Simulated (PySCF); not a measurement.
**InBi⁺ at UHF-MP2**

Level: UHF-MP2. basis In def2-SVP with ECP28, Bi def2-SVP with ECP60; scalar-relativistic core potentials; PySCF 2.14.

```
state                          : ⁴Σ⁻ (quartet), unpaired electrons σ ↑, π ↑↑
bond length                    : 3.329 Å
harmonic wavenumber            : 62.3 cm⁻¹
force constant                 : 0.170 mdyn/Å
rotational constant Be         : 0.02051 cm⁻¹
anharmonicity ωexe             : 0.315 cm⁻¹
vibration–rotation constant αe : 0.000128 cm⁻¹
```

Correlated steps freeze 8 core orbitals. These are scalar-relativistic numbers at best; spin–orbit coupling would shift them, the dissociation energy most. The state is the lowest determinant that a PBE0 search found; another state may lie lower at other levels.
